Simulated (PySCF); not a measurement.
1-bromobuta-1,2-diene (C4H5Br), SMILES C(C)=C=CBr.

Geometry: PBE0-D3(BJ)/def2-SVP.

These are TDA-PBE0/def2-SVPD in PySCF values and carry that method's errors.

Vertical excitations. 

Problem. Estimate the UV-visible absorptions. (Estimate from the structure and the level; the computed values follow.)

Solution. 
```json
[
 {"state": "S1", "energy (eV)": "4.67", "λ (nm)": "265", "f": "0.000", "main pairs": "HOMO→LUMO 98 %"},
 {"state": "S2", "energy (eV)": "5.86", "λ (nm)": "211", "f": "0.001", "main pairs": "HOMO−1→LUMO+1 82 %"},
 {"state": "S3", "energy (eV)": "5.88", "λ (nm)": "211", "f": "0.006", "main pairs": "HOMO−2→LUMO 74 %, HOMO−1→LUMO+1 12 %"},
 {"state": "S4", "energy (eV)": "6.20", "λ (nm)": "200", "f": "0.002", "main pairs": "HOMO→LUMO+1 46 %, HOMO−1→LUMO 33 %, HOMO−2→LUMO 11 %"},
 {"state": "S5", "energy (eV)": "6.45", "λ (nm)": "192", "f": "0.031", "main pairs": "HOMO→LUMO+2 82 %"},
 {"state": "S6", "energy (eV)": "6.75", "λ (nm)": "184", "f": "0.005", "main pairs": "HOMO−2→LUMO+1 95 %"},
 {"state": "S7", "energy (eV)": "6.85", "λ (nm)": "181", "f": "0.632", "main pairs": "HOMO→LUMO+1 33 %, HOMO−1→LUMO 25 %, HOMO→LUMO+3 16 %, HOMO−1→LUMO+2 9 %"},
 {"state": "S8", "energy (eV)": "7.08", "λ (nm)": "175", "f": "0.094", "main pairs": "HOMO−3→LUMO 51 %, HOMO→LUMO+3 13 %, HOMO→LUMO+2 10 %, HOMO→LUMO+4 10 %"},
 {"state": "S9", "energy (eV)": "7.30", "λ (nm)": "170", "f": "0.006", "main pairs": "HOMO→LUMO+3 37 %, HOMO−3→LUMO 33 %, HOMO−1→LUMO+2 17 %"},
 {"state": "S10", "energy (eV)": "7.34", "λ (nm)": "169", "f": "0.385", "main pairs": "HOMO−1→LUMO+2 49 %, HOMO→LUMO+3 12 %, HOMO−1→LUMO+3 11 %, HOMO−1→LUMO 9 %"},
 {"state": "T1", "energy (eV)": "4.06", "λ (nm)": "305", "f": "0", "main pairs": "HOMO−1→LUMO 77 %"},
 {"state": "T2", "energy (eV)": "4.19", "λ (nm)": "296", "f": "0", "main pairs": "HOMO→LUMO 98 %"},
 {"state": "T3", "energy (eV)": "4.37", "λ (nm)": "284", "f": "0", "main pairs": "HOMO→LUMO+1 74 %"},
 {"state": "T4", "energy (eV)": "5.32", "λ (nm)": "233", "f": "0", "main pairs": "HOMO−2→LUMO 91 %"}
]
```
Triplets are in the Tamm–Dancoff approximation.
